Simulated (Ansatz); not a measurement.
Start from `[SiH3]O[CH2][ZnH]` and change one atom or group to get `[SiH3]OC[TeH]`.

Ansatz, PBE0-D4/def2-TZVP geometries, multiplicity 1. Each molecule was computed in one conformer, which needn't be the lowest.

Elements past krypton have def2 core potentials. Scalar relativity is left out up to krypton. Spin–orbit coupling is left out; it splits and shifts lone-pair levels of the heavy atoms by tenths of an eV.

```json
{"property": "LUMO energy (PBE/def2-TZVPP) / eV", "`[SiH3]O[CH2][ZnH]`": "-1.42"}
{"property": "LUMO energy (ωB97M-V/def2-TZVPP) / eV", "`[SiH3]O[CH2][ZnH]`": "0.74"}
{"property": "HOMO energy (B3LYP/def2-TZVPP) / eV", "`[SiH3]O[CH2][ZnH]`": "-6.99"}
{"property": "size of the dipole moment (PBE/def2-TZVPP) / D", "`[SiH3]O[CH2][ZnH]`": "1.08"}
{"property": "HOMO–LUMO gap (B3LYP/def2-TZVPP) / eV", "`[SiH3]O[CH2][ZnH]`": "6.09"}
{"property": "HOMO–LUMO gap (ωB97M-V/def2-TZVPP) / eV", "`[SiH3]O[CH2][ZnH]`": "10.16"}
```

(1) Give the same properties after the change, and the shifts. (Estimate.)

## Answers

(1) Ansatz gave: 
| property | `[SiH3]OC[TeH]` | shift |
| --- | --- | --- |
| LUMO energy (PBE/def2-TZVPP) / eV | -1.62 | -0.20 |
| LUMO energy (ωB97M-V/def2-TZVPP) / eV | 0.96 | 0.22 |
| HOMO energy (B3LYP/def2-TZVPP) / eV | -6.16 | 0.83 |
| size of the dipole moment (PBE/def2-TZVPP) / D | 0.84 | -0.24 |
| HOMO–LUMO gap (B3LYP/def2-TZVPP) / eV | 5.11 | -0.98 |
| HOMO–LUMO gap (ωB97M-V/def2-TZVPP) / eV | 9.47 | -0.69 |

With PBE0 the HOMO rises by 0.81 eV and the LUMO falls by 0.16 eV, so the gap narrows by about 0.97 eV. PBE moves the HOMO by 0.65 eV and ωB97M-V by 0.91 eV. Dipoles are sizes alone; their direction can turn.

B3LYP here is the variant with VWN-RPA as its local correlation; programs differ in this.
